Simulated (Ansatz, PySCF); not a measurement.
Gas-phase reaction in SMILES: CSB(C)C [dimethyl(methylsulfanyl)borane] → CB(C)[S] + [CH3] (CH3) (the C-S bond at the site shown breaks; other sites are not compared here)
Each molecule is optimised on its own at B3LYP-D3(BJ)/def2-TZVP (Ansatz, a first-principles code), one conformer each, not searched for the lowest. Frequencies are from Ansatz or PySCF.

Quantity: bond dissociation energy (0 K, with B3LYP-D3(BJ) harmonic zero-point energies), in eV. Correlated levels leave the core frozen unless marked. Open shells are spin-unrestricted. No spin-orbit coupling. Non-relativistic. CBS marks a two-point X^-3 extrapolation of the correlation energy; Hartree-Fock from the larger set.

Level to compare with: CCSD(T)/CBS(cc-pV(T+d)Z,cc-pV(Q+d)Z) (Ansatz), 3.05 eV. It is a level with limits of its own, and the differences hold the functionals' basis error too.

### Question
Rank these functionals by how close they come to CCSD(T)/CBS(cc-pV(T+d)Z,cc-pV(Q+d)Z), closest first: wB97M-V/def2-TZVPD (Ansatz); BHLYP/def2-TZVPD (Ansatz); B97M-V/def2-TZVPD (Ansatz); revPBE/def2-TZVPD (Ansatz).

### Answer
wB97M-V/def2-TZVPD (range-separated hybrid meta-GGA with VV10, 3.06 eV, difference 0.01), B97M-V/def2-TZVPD (meta-GGA with VV10, 2.93 eV, difference -0.12), revPBE/def2-TZVPD (GGA, 2.67 eV, difference -0.38), BHLYP/def2-TZVPD (global hybrid, 2.61 eV, difference -0.44)
